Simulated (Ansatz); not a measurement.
`[InH2][BH][TeH]` + `[AsH3]` → `[AsH2][InH2]` + `B[TeH]` at 298.15 K and 1 bar (cleavage of the In–B bond).

Computed with Ansatz on PBE0-D4/def2-TZVP structures; ΔE is electronic, products minus reactants. CCSD(T)/CBS adds triple-zeta CCSD(T) − MP2 to the extrapolated MP2 energy (def2 sets, frozen cores). def2 core potentials past Kr. For As, In, Te outer-core shells are correlated without core-valence functions, which leaves a few kJ/mol of doubt a bond. Scalar relativity is left out up to krypton.

| species | CCSD(T)/CBS energy (Eh) | H − E (kJ/mol) | S (J/(mol·K)) |
| --- | --- | --- | --- |
| `[InH2][BH][TeH]` | -484.70285 | 100.1 | 352.9 |
| `[AsH3]` | -2236.79077 | 67.8 | 222.9 |
| `[AsH2][InH2]` | -2427.20683 | 87.2 | 315.8 |
| `B[TeH]` | -294.31292 | 83.4 | 268.1 |

H − E and S are ideal-gas, rigid-rotor, harmonic terms from PBE0-D4/def2-TZVP. 1 Eh = 2625.50 kJ/mol, R = 8.31446 J/(mol·K).

Q: By hand: ΔE, ΔH, ΔS and ΔG.

A: ΔE = (-2427.20683) + (-294.31292) − (-484.70285) − (-2236.79077) = -0.02613 Eh = -68.6 kJ/mol. Δ(H − E) = 87.2 + 83.4 − 100.1 − 67.8 = 2.7, so ΔH = -65.9 kJ/mol. ΔS = 315.8 + 268.1 − 352.9 − 222.9 = 8.1 J/(mol·K). ΔG = -65.9 − 298.15 × (8.1)/1000 = -68.3 kJ/mol.

Q: By hand: the equilibrium constant, and the temperature at which ΔG would vanish if ΔH and ΔS stayed fixed.

A: log₁₀ K = −ΔG/(RT ln 10) = 12.0. ΔH and −TΔS have one sign here, so there is no such temperature.

The number of gas molecules stays the same, so ΔS is small and ΔH decides. A doubt of 5 kJ/mol in ΔE shifts log₁₀ K by 0.9 here. These are equilibria of isolated gas molecules and say nothing of rates. Largest T1 diagnostic: 0.016 (customary marks: 0.02 for closed shells, 0.045 for open ones).
